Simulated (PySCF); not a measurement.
C₆ coefficients of unlike pairs at PBE0

Calculated with PySCF 2.14 from the dipole response of each species, C₆(A,B) = (3/π) ∫ α_A(iu) α_B(iu) du, in atomic units, from isotropic polarisabilities. For ions this is the dispersion term alone; charge-induced terms of lower order in 1/R come first.

```json
{"species": "Ar³⁺", "configuration": "[Ne] 3s2 3p3 (4S)", "basis": "dyall-acv3z (19s12p6d4f)", "relativity": "spin-free X2C", "α (bohr³)": "3.589", "C₆ (like pair)": "9.737"}
{"species": "Co²⁺", "configuration": "[Ar] 3d7 (4F)", "basis": "aug-cc-pVDZ-DK (7s6p4d2f)", "relativity": "spin-free X2C", "α (bohr³)": "3.417", "C₆ (like pair)": "9.575"}
{"species": "Os", "configuration": "[Xe] 4f14 5d6 6s2 (5D)", "basis": "aug-cc-pVQZ-PP with ECP60MDF (7s7p6d4f3g2h)", "relativity": "core potential", "α (bohr³)": "58.41", "C₆ (like pair)": "663.6"}
{"species": "Si³⁺", "configuration": "[Ne] 3s1 (2S)", "basis": "aug-cc-pV(T+d)Z with one added diffuse shell each of s, p, d, f type (7s6p5d3f)", "relativity": "none", "α (bohr³)": "7.305", "C₆ (like pair)": "13.91"}
```

Q: Estimate C₆ for Co²⁺ with Ar³⁺.

A: The integral gives 9.553. The combination rule 2 C_A C_B / (C_A α_B/α_A + C_B α_A/α_B) gives 9.648 and the geometric mean 9.656.

No spin-orbit coupling is included.

The other pairs:

```
      pair     C₆
  Si³⁺, Os  95.54
  Os, Co²⁺  66.83
Si³⁺, Co²⁺  9.911
Si³⁺, Ar³⁺  10.36
  Os, Ar³⁺  69.92
```
